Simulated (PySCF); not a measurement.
**A search over the determinants of BiS⁻**

Unrestricted PBE0; basis Bi aug-cc-pVDZ-PP with ECP60, S aug-cc-pV(D+d)Z; scalar-relativistic core potentials; PySCF 2.14. Outer shells of the fragments: Bi 5d10 6s2 6p3; S− 3s2 3p5.

Followed along the bond (rough minima from three points):

| 2Ms+1 | unpaired | ⟨S²⟩ at the start | R at minimum (Å) | Te (eV) |
| --- | --- | --- | --- | --- |
| 3 | π ↑↑ | 2.01 | 2.42 | 0.00 |
| 1 | π ↑↓ | 1.01 | 2.42 | 0.22 |

Solutions found at the starting distance of 2.545 Å, counted from the lowest of them; the search is not exhaustive and high or unbound solutions are not listed, so other states can lie among these:

```json
{"2Ms+1": "3", "unpaired": "π ↑↑", "term": "³Σ⁻", "E (eV)": "0.00", "⟨S²⟩": "2.01", "⟨Lz²⟩": "0.00", "μ (D)": "-6.14"}
{"2Ms+1": "1", "unpaired": "π ↑↓", "term": "mixed", "E (eV)": "0.23", "⟨S²⟩": "1.01", "⟨Lz²⟩": "2.01", "μ (D)": "-5.87"}
```

A term symbol is given only where ⟨S²⟩ and ⟨Lz²⟩ are close to those of a pure state; real π, δ and φ orbitals otherwise mix terms. A positive dipole points towards S; it is taken about the centre of mass and depends on that origin.

Spin–orbit coupling is left out, which matters for elements this heavy, above all for dissociation energies.
